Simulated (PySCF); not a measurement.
These are PySCF with TPSSh-D3(BJ)/def2-TZVP // CAM-B3LYP-D3(BJ)/def2-TZVP values and carry that method's errors. Isolated molecules, 0 K electronic values unless said otherwise. Delta-SCF ions had no search for a lower state. 

Reference species (SMILES): `ClBCl` (neutral, multiplicity 1).

- HOMO = -8.55 eV
- LUMO = -2.15 eV
- vertical ionisation energy (Delta-SCF) = 11.46 eV
- HOMO–LUMO gap = 6.40 eV

Changed species: `B` (0 of 3 H replaced by Cl; the reference has 2 of 3 H replaced by Cl).

Problem. Give the shifts of the HOMO, LUMO, vertical ionisation energy (Delta-SCF) and HOMO–LUMO gap.

Solution. the HOMO falls by 0.74 eV, to -9.29 eV; the LUMO drops by 0.15 eV, to -2.30 eV; the vertical ionisation energy (Delta-SCF) increases by 1.54 eV, to 13.00 eV; the HOMO–LUMO gap rises by 0.58 eV, to 6.98 eV.
